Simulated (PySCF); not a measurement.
## Predicted spectroscopic data

[PySCF: GFN2-xTB structure; NMR shieldings at PBE0/pcSseg-1/GIAO; one averaged value for each set of equivalent atoms; in vacuum; non-relativistic; one computed conformer]

δ = σ(ref) − σ, references computed at the same level: TMS for ¹H (σref 31.72) and ¹³C (σref 186.93). Splittings of carbon signals by F and P are missing where no couplings were computed. Where no couplings were computed, multiplicities follow the n + 1 count of equivalent neighbours, and m marks all less simple cases (inequivalent or close neighbours, rings, F or P nearby). Shifts are as computed. Against solution values, carbons near 30 ppm lie about +3 ppm off and those near 130 ppm about +5 ppm. Of 1211 compounds with measured shifts, 218 miss one by over three times the rms of a fit or turn the order of signals round; such compounds aren't used in these exercises.

**1.** SMILES C1[SiH](C=C)CCCC1, C₇H₁₄Si. ¹H NMR (400 MHz, computed): δ 6.65 (m, 1H), 6.55 (m, 1H), 6.05 (m, 1H), 4.39 (m, 1H), 2.18 (m, 2H), 1.84 (m, 1H), 1.30 (m, 2H), 1.09 (m, 2H), 1.07 (m, 1H), 0.65 (m, 2H). ¹³C{¹H} NMR (computed): δ 143.9, 142.1, 33.8, 29.5, 16.2.

**2.** `c1cpc(C2CC2)cp1`, C₇H₈P₂. ¹H NMR (400 MHz, computed): δ 9.74 (m, 1H), 9.51 (m, 1H), 9.50 (m, 1H), 2.07 (m, 1H), 1.53 (m, 2H), 1.15 (m, 2H). ¹³C{¹H} NMR (computed): δ 192.9 (C), 167.5 (CH), 163.5 (CH), 162.8 (CH), 29.2 (CH), 24.1 (CH2).
